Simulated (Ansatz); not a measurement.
The same path of CH4 + ClH3Sn (10 atoms, charge 0, multiplicity 1) was run twice with different band settings. Lost on the way: Sn1–Cl2, H6–C7. Made: Sn1–C7, Cl2–H6.

These are results of Ansatz, RKS r2SCAN/def2-SVP, not measurements.

Relaxed end points:

```xyz
10
Properties=species:S:1:pos:R:3
Sn -0.629 0.180 -1.895
Cl 1.685 -0.323 -1.918
H -1.119 0.140 -3.531
H -1.375 -1.036 -0.959
H -0.771 1.736 -1.209
H 1.126 -0.209 1.044
C 0.441 -0.140 1.900
H -0.089 -1.093 2.025
H -0.287 0.667 1.734
H 1.017 0.078 2.809
```

```xyz
10
Properties=species:S:1:pos:R:3
Sn -0.966 0.161 -0.603
Cl 2.905 0.242 -0.980
H -0.050 -0.817 -1.696
H -2.600 -0.347 -0.716
H -0.824 1.789 -1.113
H 1.892 -0.409 -1.452
C -0.191 -0.119 1.384
H -0.381 -1.148 1.719
H -0.677 0.581 2.079
H 0.892 0.068 1.377
```

Common settings: climbing image yes; spring 5.0 eV/Å²; optimiser quadratic models (default); start path through a guess of the saddle point; force threshold 0.03 eV/Å; iteration limit 60; end points relaxed.

| run | movable images |
| --- | --- |
| 1 | 7 |
| 2 | 3 |

Q: What does each run give, and how far can it be trusted?

A: Run 1: converged after 16 iterations, highest image 2.363 eV above the first end. Neighbouring images differ by up to 1.6 eV, so the band resolves the path poorly. A vibrational analysis at the climbing image gives one clearly imaginary mode, 946i cm⁻¹: a first-order saddle point.
Run 2: converged after 23 iterations, highest image 2.363 eV above the first end. Neighbouring images differ by up to 2.3 eV, so the band resolves the path poorly. Another band between the same ends (7 images) ends at a top of the same energy, where a vibrational analysis finds 1 clearly imaginary mode. So few images can step over the top or miss a turn of the path.
The orbitals stay closed-shell, which can raise the energy where a bond breaks towards radicals; this wasn't checked here.
